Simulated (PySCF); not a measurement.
# Partial charges of `C=C(C)[SiH2]/C(F)=C\C=O`

Species: C6H9FOSi.
Z-matrix (Å and degrees, GFN2-xTB geometry), rows numbered from 1:
```
C 
C   1  1.3281
C   2  1.4994  1  121.23
Si  2  1.8895  1  123.23  3   179.07
C   4  1.9078  2  109.55  1     7.02
F   5  1.3476  4  112.95  2  -116.23
C   5  1.3367  4  129.76  2    63.76
C   7  1.4516  5  121.62  4    -0.07
O   8  1.2043  7  125.40  5  -179.00
H   1  1.0797  2  121.91  3    -0.08
H   1  1.0775  2  122.29  3   179.62
H   3  1.0878  2  111.33  1    -0.06
H   3  1.0887  2  110.28  1   120.87
H   3  1.0888  2  110.13  1  -120.77
H   4  1.4656  2  111.34  1  -109.19
H   4  1.4675  2  111.56  1   126.86
H   7  1.0829  5  121.29  4  -179.87
H   8  1.1102  7  113.37  5     0.93
```

Density: PBE0/pcSseg-1 (PySCF); schemes: Mulliken, IAO, Hirshfeld and ESP-fitted. Isolated species at its GFN2-xTB geometry (one conformer only).

For which atoms does the sign change between the 4 schemes (beyond +0.03 e in one, beyond −0.03 e in another)?

C2 and H18.

Do the Mulliken, IAO, Hirshfeld and ESP-fitted schemes agree on where the charge is lowest?

The schemes don't all agree: Mulliken C2 (-0.628); IAO C3 (-0.420); Hirshfeld O9 (-0.233); ESP-fitted C1 (-0.535).

Which atoms carry the highest charge in the Mulliken, IAO, Hirshfeld and ESP-fitted schemes?

The schemes don't all agree: Mulliken Si4 (+0.674); IAO Si4 (+0.716); Hirshfeld Si4 (+0.335); ESP-fitted C8 (+0.534).

Give the atomic charges in each scheme.

In e:

```
atom                      environment  Mulliken     IAO  Hirshfeld  ESP-fitted
  C1             terminal =CH2 carbon    -0.070  -0.293     -0.090      -0.535
  C2  fully substituted alkene carbon    -0.628  -0.244     -0.077      +0.147
  C3                   allylic carbon    -0.182  -0.420     -0.116      -0.469
 Si4                     SiH2 silicon    +0.674  +0.716     +0.335      +0.334
  C5               vinylic C–F carbon    +0.025  +0.069     +0.032      +0.124
  F6                   vinyl fluorine    -0.265  -0.253     -0.072      -0.150
  C7                 alkene CH carbon    -0.200  -0.241     -0.078      -0.388
  C8                  aldehyde carbon    +0.252  +0.251     +0.113      +0.534
  O9                  aldehyde oxygen    -0.362  -0.392     -0.233      -0.467
 H10                 vinylic hydrogen    +0.116  +0.149     +0.051      +0.218
 H11                 vinylic hydrogen    +0.124  +0.148     +0.037      +0.197
 H12                  methyl hydrogen    +0.120  +0.149     +0.050      +0.148
 H13                  methyl hydrogen    +0.131  +0.151     +0.048      +0.140
 H14                  methyl hydrogen    +0.131  +0.152     +0.047      +0.142
 H15                    Si–H hydrogen    -0.050  -0.099     -0.067      -0.069
 H16                    Si–H hydrogen    -0.040  -0.111     -0.068      -0.073
 H17                 vinylic hydrogen    +0.133  +0.178     +0.060      +0.207
 H18                  formyl hydrogen    +0.092  +0.089     +0.030      -0.038
```

Mean size of the charges over all atoms: ESP-fitted 0.243 e, IAO 0.228 e, Mulliken 0.200 e, Hirshfeld 0.089 e. Each set sums to the total charge, 0, to within 0.001 e. The ESP scheme fits charges at the nuclei, held to the total charge, to the electrostatic potential on points at 1.4 to 2.0 times the van der Waals radii. The IAO scheme projects the occupied orbitals on a minimal set of polarised atomic orbitals and counts the electrons in each atom's part of it.

Sum the charges by element, for elements with more than one atom.

```
element  atoms  Mulliken     IAO  Hirshfeld  ESP-fitted
      C      6    -0.804  -0.878     -0.217      -0.588
      H      9    +0.757  +0.807     +0.187      +0.872
```

How closely do the schemes follow one another over all atoms?

Correlation coefficient and root-mean-square difference: IAO with Hirshfeld 0.97, 0.164 e; Mulliken with IAO 0.90, 0.123 e; Mulliken with Hirshfeld 0.88, 0.175 e; IAO with ESP-fitted 0.83, 0.168 e; Hirshfeld with ESP-fitted 0.78, 0.214 e; Mulliken with ESP-fitted 0.58, 0.259 e.

These values come from a run that also computed NMR shieldings. On one thread, Arm Neoverse N1 (aarch64), shared host, this took 70 s wall and 0.92 GiB of memory at its peak.
